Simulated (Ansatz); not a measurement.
Cost and result up the ladder for the cluster Ag₄H₄ (the lowest singlet isomer of a short search) (8 atoms). Charge 0, multiplicity 1. Geometry: r2SCAN-D4/def2-SVP.

| atom | x (Å) | y (Å) | z (Å) |
| --- | --- | --- | --- |
| Ag1 | -1.551 | -1.098 | -0.051 |
| Ag2 | -1.086 | 1.544 | -0.222 |
| Ag3 | 1.086 | -1.544 | 0.222 |
| Ag4 | 1.551 | 1.098 | 0.051 |
| H5 | -0.434 | -2.472 | 0.157 |
| H6 | 2.466 | -0.417 | 0.258 |
| H7 | 0.435 | 2.472 | -0.162 |
| H8 | -2.467 | 0.417 | -0.253 |

Ansatz on 4 threads of Arm Neoverse V1 on a shared host. Times are rough, and most runs start from the orbitals of an earlier one. ωB97M-V/def2-TZVP serves as the yardstick here, not as an exact answer. Differences are given only for rows in sets of like size (and for xTB, whose basis is part of the method), since another set adds its own error. Binding counts from free atoms at the same level (Ag doublet, H doublet; other spins of the atoms weren't run), without zero-point energy or a counterpoise term.

In the def2 sets Ag takes a core potential; there is no spin–orbit coupling. Correlated methods freeze no core orbitals; core or outer-core shells of Ag are correlated, in sets that lack core-valence functions. The rows differ in basis, and correlated rows in double-zeta sets carry the largest basis error. The structure comes from a short search, and lower isomers may exist.

Correlated methods converge slowly with the basis, most of all in double-zeta sets.

| level | functions | wall time |
| --- | --- | --- |
| LDA (SPW92)/def2-TZVP | 184 | 1.6 s |
| PBE-D4/def2-SVP | 144 | 2.4 s |
| PBE0-D4/def2-SVP | 144 | 3 s |
| PBE-D4/def2-TZVPD | 196 | 3.1 s |
| BLYP-D4/def2-TZVP | 184 | 3.3 s |
| MP2/def2-TZVP | 184 | 3.5 s |
| PBE0-D4/def2-TZVPD | 196 | 4.6 s |
| PBE0-D4/def2-TZVP (with forces) | 184 | 6 s |
| r2SCAN-D4/def2-TZVP | 184 | 7 s |
| r2SCAN-D4/def2-TZVPD | 196 | 8 s |
| ωB97X-V/def2-TZVP | 184 | 15 s |
| B97M-V/def2-TZVP | 184 | 16 s |
| ωB97M-V/def2-TZVP | 184 | 18 s |
| CCSD(T)/def2-SVP | 144 | 3.1 min |

Question: Estimate what each level gives for the binding energy per atom (eV).

Answer: 
| level | binding energy per atom (eV) | difference from ωB97M-V/def2-TZVP (eV) |
| --- | --- | --- |
| LDA (SPW92)/def2-TZVP | 2.36 | 0.36 |
| PBE-D4/def2-SVP | 1.96 | – |
| PBE0-D4/def2-SVP | 1.89 | – |
| PBE-D4/def2-TZVPD | 1.96 | -0.04 |
| BLYP-D4/def2-TZVP | 1.92 | -0.09 |
| MP2/def2-TZVP | 1.89 | -0.12 |
| PBE0-D4/def2-TZVPD | 1.90 | -0.11 |
| PBE0-D4/def2-TZVP (with forces) | 1.90 | -0.11 |
| r2SCAN-D4/def2-TZVP | 2.03 | 0.02 |
| r2SCAN-D4/def2-TZVPD | 2.03 | 0.03 |
| ωB97X-V/def2-TZVP | 1.97 | -0.03 |
| B97M-V/def2-TZVP | 1.96 | -0.05 |
| ωB97M-V/def2-TZVP | 2.01 | 0.00 |
| CCSD(T)/def2-SVP | 1.95 | – |
